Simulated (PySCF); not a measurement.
**Excitation energy of Zn(2+) by level of theory**

Zn(2+) [Ar] 3d10 (1S) → Zn(2+) [Ar] 3d9 4p1 (high-spin determinant), as a difference of total energies. All numbers are calculated (PySCF 2.14, no relativity, point nucleus, in def2-QZVPPD (11s6p5d4f2g, 100 functions)). Correlated levels: valence: [Ar] frozen. The calculations carry no spin-orbit coupling.

```json
{"method": "UHF", "excitation energy (eV)": "15.730"}
{"method": "MP2 (valence)", "excitation energy (eV)": "18.174"}
{"method": "SCS-MP2 (valence)", "excitation energy (eV)": "17.946"}
{"method": "CCSD (valence)", "excitation energy (eV)": "17.531"}
{"method": "CCSD(T) (valence)", "excitation energy (eV)": "17.614"}
```

**Question.** How much does correlation contribute at CCSD(T) (valence)?

**Answer.** 17.614 − (15.730) = 1.884 eV, measured against UHF.

A first-order spin-orbit estimate (lowest level to lowest level, LS coupling) adds -0.097 eV.

The determinant of the upper state mixes LS terms, which raises its energy above the lowest term, most at the Hartree-Fock and MP2 levels.
